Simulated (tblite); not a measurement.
Run record: tight-binding relaxation, `C=C[C@@H](NC)[GeH2][SiH3]`.

Computed with GFN2-xTB geometry optimisation, gas phase (tblite 0.8.0). Start geometry: from a force field or distance geometry. The command runs a driver script over a list of jobs; the input below is this job's line of settings and its coordinates in Å.

Command:
```bash
OMP_NUM_THREADS=1 python probes_run.py task.json out
```

Input:
```
{"job": {"kind": "relax", "xc": "GFN2-xTB", "basis": "xTB"}, "charge": 0, "multiplicity": 1}
C     -0.849000    -1.327900     1.735700
C     -0.528500    -0.220400     1.050900
C     -0.377300    -0.272800    -0.417100
N     -1.104800     0.754200    -1.129400
C     -2.514600     0.747200    -0.919300
Ge     1.448300    -0.201300    -1.024200
Si     2.972400     0.237300     0.650900
H     -1.012900    -2.230600     1.149900
H     -0.963000    -1.339200     2.816400
H     -0.349500     0.720400     1.575400
H     -0.782000    -1.260800    -0.744300
H     -0.661300     1.660000    -1.187100
H     -2.838000     1.593600    -0.265200
H     -2.963400     0.962000    -1.938700
H     -2.937900    -0.204700    -0.573200
H      1.806500    -1.512500    -1.758600
H      1.588100     0.953100    -2.049100
H      2.846400     1.612400     1.183700
H      2.895400    -0.752000     1.764100
H      4.319800     0.092600     0.075900
```

Output:
```
step      E/eV     max force
  0    -590.54036    2.197
  1    -590.69126    1.099
  2    -590.75752    0.747
  3    -590.79992    0.625
  4    -590.83545    0.407
  5    -590.85732    0.330
  6    -590.87404    0.251
  7    -590.88668    0.286
  8    -590.89977    0.288
  9    -590.90994    0.206
... (198 lines left out)
208    -591.10019    0.024
209    -591.10030    0.019
210    -591.10040    0.025
211    -591.10051    0.029
212    -591.10062    0.023
213    -591.10070    0.019
214    -591.10078    0.023
215    -591.10084    0.016
216    -591.10088    0.011
217    -591.10090    0.009
```

«max force» is the largest atomic force in eV/Å.

Question: From which step on does the largest force stay under 0.1 eV/Å, and how much energy is left to gain from there?

Answer: From step 155 (0.083 eV/Å), 18.8 meV above the end.

Main results: energy lowered by 12.9 kcal/mol over 217 steps; largest atomic force 0.009 eV/Å at the end.

Question: Where do the atoms end?

Answer: 0.983 Å rms from the input after alignment:
```
atom  x, y, z in Å
C1    -1.1609   -1.8264    1.6019
C2    -0.6946   -0.6980    1.0943
C3    -0.4396   -0.4593   -0.3497
N4    -0.7418    0.8880   -0.8165
C5    -2.1635    1.1692   -0.8942
Ge6    1.5072   -0.6838   -0.8177
Si7    2.8629    0.9219    0.2120
H8    -1.4275   -2.6578    0.9692
H9    -1.2887   -1.9698    2.6617
H10   -0.4306    0.1268    1.7495
H11   -1.0193   -1.1618   -0.9541
H12   -0.3125    1.5510   -0.1734
H13   -2.6880    1.0361    0.0628
H14   -2.3041    2.1946   -1.2343
H15   -2.6105    0.4952   -1.6255
H16    1.8978   -2.1193   -0.5118
H17    1.5450   -0.6491   -2.3275
H18    2.4464    2.2703   -0.1800
H19    2.7450    0.8263    1.6699
H20    4.2721    0.7566   -0.1397
```

Time: 3.1 s of wall time. Hardware: an Arm Neoverse N1 with one thread, on a shared host.
Labels such as C1 count atoms from 1, the log's own numbers from 0.
